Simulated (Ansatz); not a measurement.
Question: Name a neutral molecule of Al, C, N and H with HOMO energy (PBE/def2-TZVPP) between -4.95 and -4.65 eV and size of the dipole moment (PBE/def2-TZVPP) between 0.85 and 1.15 D (Ansatz, PBE0-D4/def2-TZVP geometry).

Answer: `CN[CH2][AlH][NH2]` (-4.79 eV, 1.04 D); `CN(C)[CH2][AlH2]` (-4.79 eV, 0.93 D). Other molecules can fit too; these were computed, each in one conformer that needn't be the lowest.
